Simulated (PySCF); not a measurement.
PySCF 2.14 output of an unrestricted PBE0 calculation on a single atom or ion in x2c-TZVPPall with one added diffuse shell each of s, p, d type (7s6p5d1f, 57 functions), with the spin-free X2C one-electron Hamiltonian (Gaussian nucleus):

```
SCF conv_tol = 1e-09
number electrons alpha = 18  beta = 15
    C. Adamo and V. Barone.,  J. Chem. Phys. 110, 6158 (1999)
    M. Ernzerhof and G. E. Scuseria.,  J. Chem. Phys. 110, 5029 (1999)
cycle= 1 E= -2428.76002838693  delta_E= -0.00904  |g|= 0.0852  |ddm|= 0.135
cycle= 2 E= -2428.76041027009  delta_E= -0.000382  |g|= 0.0636  |ddm|= 0.0578
cycle= 3 E= -2428.76087942546  delta_E= -0.000469  |g|= 0.00263  |ddm|= 0.0245
cycle= 4 E= -2428.76088185316  delta_E= -2.43e-06  |g|= 0.000456  |ddm|= 0.00272
cycle= 5 E= -2428.7608819456  delta_E= -9.24e-08  |g|= 1.54e-05  |ddm|= 0.000657
cycle= 6 E= -2428.76088194582  delta_E= -2.16e-10  |g|= 1.29e-06  |ddm|= 3.42e-05
converged SCF energy = -2428.76088194582  <S^2> = 3.7538415  2S+1 = 4.0019203
```

The run itself started from symmetry-adapted Hartree-Fock orbitals and held the occupation by maximum overlap, on a logarithmic radial grid, so the iterations belong to that start.

**Question.** Which element, charge and spin multiplicity is this?

**Answer.** Se⁺ (selenium, charge +1), multiplicity 4; the state was [Ar] 3d10 4s1 4p4, high-spin 4P determinant (an excited configuration).
